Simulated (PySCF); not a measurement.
# Mayer bond orders and bond lengths

Species: CH12O2Si5.
Atom-mapped SMILES: `[OH:1][SiH2:2][Si@:3]1([SiH3:4])[SiH2:5][CH2:6][O:7][SiH2:8]1` (hydrogens: H9 on O1; H10, H11 on Si2; H12, H13, H14 on Si4; H15, H16 on Si5; H17, H18 on C6; H19, H20 on Si8)

Structure used (GFN2-xTB), in Å, numbered top down from 1:
```
atom  x, y, z in Å
O1     3.0116    1.1753    0.7381
Si2    2.4533    0.5770   -0.6760
Si3    0.2602    0.3021    0.0300
Si4   -0.0956    1.4997    2.0228
Si5   -0.3857   -1.9484    0.2887
C6    -2.0507   -1.8140   -0.6733
O7    -2.0169   -0.8373   -1.6865
Si8   -1.4066    0.6636   -1.5826
H9     3.9229    1.4277    0.8589
H10    3.2533   -0.6037   -1.0310
H11    2.7369    1.5531   -1.7390
H12    0.2497    2.9181    1.8923
H13    0.6905    0.9822    3.1450
H14   -1.4967    1.4623    2.4645
H15    0.4012   -2.9959   -0.3816
H16   -0.7577   -2.5306    1.5869
H17   -2.3165   -2.7561   -1.1579
H18   -2.8653   -1.5716    0.0198
H19   -2.4533    1.5929   -1.1277
H20   -1.1396    0.9140   -2.9945
```

Bond orders from the PBE0/pcSseg-1 density (PySCF). One conformer (not necessarily the lowest) at the GFN2-xTB geometry, without solvent, vibrations or thermal averaging.

Q: Where do the orders between heavy atoms depart from those drawn in the SMILES?

A: The largest departure is 0.213, at Si8–Si3 (drawn single, 0.787). Drawn single, order below 0.88: Si2–Si3 (0.838), Si3–Si4 (0.872), Si3–Si5 (0.843), C6–O7 (0.863) and Si8–Si3 (0.787).

Q: Set the Mayer orders of the bonds beside their lengths.

A: 
```csv
bond,drawn as,length (Å),Mayer order
O1–Si2,single,1.634,0.997
Si2–Si3,single,2.320,0.838
Si3–Si4,single,2.352,0.872
Si3–Si5,single,2.356,0.843
Si5–C6,single,1.928,0.890
C6–O7,single,1.408,0.863
O7–Si8,single,1.623,0.975
Si8–Si3,single,2.347,0.787
O1–H9,single,0.953,0.929
Si2–H10,single,1.470,0.916
Si2–H11,single,1.471,0.910
Si4–H12,single,1.466,0.939
Si4–H13,single,1.465,0.940
Si4–H14,single,1.470,0.925
Si5–H15,single,1.472,0.949
Si5–H16,single,1.471,0.942
C6–H17,single,1.092,0.952
C6–H18,single,1.097,0.946
Si8–H19,single,1.472,0.899
Si8–H20,single,1.459,0.930
```

Bonds between the same two heavy elements. O–Si: lowest O7–Si8 (0.975, 1.623 Å), highest O1–Si2 (0.997, 1.634 Å); in 1 of the 1 pairs the longer bond (by over 0.003 Å) has the higher order (by 0.02 or more). Si–Si: lowest Si8–Si3 (0.787, 2.347 Å), highest Si3–Si4 (0.872, 2.352 Å); in 3 of the 6 pairs the longer bond (by over 0.003 Å) has the higher order (by 0.02 or more).

Q: Sum the orders of all bonds at each heavy atom with more than one neighbour and set the sums beside the valence in the SMILES.

A: O1 1.926 (drawn 2), Si2 3.661 (drawn 4), Si3 3.340 (drawn 4), Si4 3.676 (drawn 4), Si5 3.624 (drawn 4), C6 3.651 (drawn 4), O7 1.838 (drawn 2), Si8 3.591 (drawn 4). Orders between atoms that aren't bonded are not in these sums.

The Mayer order sums products of elements of PS (density times overlap matrix) between the two atoms' basis functions, so it depends on the basis set.

The run behind these numbers computed NMR shieldings as well. Hardware: one thread of an AMD EPYC, shared host. Cost: 1.7 min wall, 1.1 GiB resident at most.
